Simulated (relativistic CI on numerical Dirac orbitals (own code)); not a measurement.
**Tm XXVIII: q coefficients and field-shift factors**

These numbers are calculated, not measured: Dirac-Coulomb-Breit CI, orbitals from a KLI potential per configuration, derivatives by finite differences, unscaled Slater integrals, QED left out (own radial code, finite nucleus).

Configurations in the expansion (outside the closed core [Ar] 3d10): 4s²4p⁶4d⁶, 4s²4p⁵4d⁷, 4s²4p⁴4d⁸, 4s4p⁶4d⁷, 4p⁶4d⁸, 4s²4p⁶4d⁵5s, 4s4p⁵4d⁸, 4s²4p⁶4d⁵5p. Levels of other configurations are missing.

With x = (α/α₀)² − 1 an excitation energy changes as ω = ω₀ + qx; K = 2q/ω₀ is the relative enhancement. Terms are leading LS components, so labels can repeat. The field-shift factor is F = δν/δ⟨r²⟩ for the transition from the lowest level.

Lowest level 4s²4p⁶4d⁶ ⁵D4.

| Level | ω₀ (cm⁻¹) | q (cm⁻¹) | K | F (GHz/fm²) |
| --- | --- | --- | --- | --- |
| 4s²4p⁶4d⁶ ³P2 | 18336 | -105 | -0.0115 | -0.445 |
| 4s²4p⁶4d⁶ ³P0 | 53812 | 21750 | 0.808 | 0.512 |
| 4s²4p⁶4d⁶ ⁵D3 | 70669 | 90690 | 2.57 | 1.95 |
| 4s²4p⁶4d⁶ ⁵D1 | 81855 | 91770 | 2.24 | 1.85 |
| 4s²4p⁶4d⁶ ⁵D4 | 84840 | 75790 | 1.79 | 1.8 |
| 4s²4p⁶4d⁶ ³G5 | 108594 | 81130 | 1.49 | 1.99 |
| 4s²4p⁶4d⁶ ³H6 | 111182 | 81940 | 1.47 | 2.14 |
| 4s²4p⁶4d⁶ ³F2 | 120361 | 84630 | 1.41 | 1.35 |
| 4s²4p⁶4d⁶ ³F3 | 124524 | 87510 | 1.41 | 1.9 |
| 4s²4p⁶4d⁶ ⁵D2 | 149480 | 125700 | 1.68 | 2.72 |
| 4s²4p⁶4d⁶ ³P0 | 155379 | 75410 | 0.971 | 1.45 |
| 4s²4p⁶4d⁶ ³D1 | 156592 | 95510 | 1.22 | 2.07 |
| 4s²4p⁶4d⁶ ³G4 | 158647 | 97900 | 1.23 | 2.43 |

At this charge energies of transitions that change n are usually good to better than 1 %, and those within a shell (Δn = 0) to a few per cent. Terms inside the open d or f shell come out 10 to 20 % too wide with unscaled integrals.
